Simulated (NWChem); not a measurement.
System: CH₅ClO₂Si; SMILES C[Si](Cl)(O)O

Input file for NWChem:

```
start job
memory heap 200 mb stack 900 mb global 1100 mb
geometry units angstroms noautosym nocenter noautoz
  C      1.690413     1.079732    -0.261014
  Si    -0.015168     0.413987    -0.032164
  O     -1.076799     0.829275    -1.232431
  O     -0.583166     0.982414     1.404594
  Cl     0.054187    -1.669764    -0.020136
  H      1.661416     2.178834    -0.313562
  H      2.331945     0.789513     0.584162
  H      2.141330     0.696442    -1.187992
  H     -1.282418     0.152226    -1.882901
  H     -1.514218     0.828587     1.592038
end
basis spherical
  C library pcsseg-1
  Si library pcsseg-1
  O library pcsseg-1
  Cl library pcsseg-1
  H library pcsseg-1
end
dft
  xc kt2
  iterations 150
end
property
  shielding
end
task dft property
```

The geometry was optimised at PBE0/def2-SVP.

GIAO values for the isolated, static molecule; σ is the absolute isotropic shielding, δ = σ(reference) − σ with the isolated reference molecule computed at the same levels (13C: tetramethylsilane, 1H: tetramethylsilane, 17O: water).

Atoms are numbered as in the input.

Q: Predict the main results of this run. (KT2/pcSseg-1, GIAO.) Quantities: δ C1 (ppm); δ O3 (ppm); δ O4 (ppm); σ Cl5 (ppm); δ H6 (rotor mean) (ppm); δ H9 (ppm); δ H10 (ppm).

A: The δ C1 (ppm) comes out as 0.3 and the δ O3 (ppm) comes out as 86.4. The δ O4 (ppm) is 83.1 and the σ Cl5 (ppm) is 846.9. The δ H6 (rotor mean) (ppm) is 0.37, the δ H9 (ppm) comes out as 1.76 and the δ H10 (ppm) comes out as 2.13.
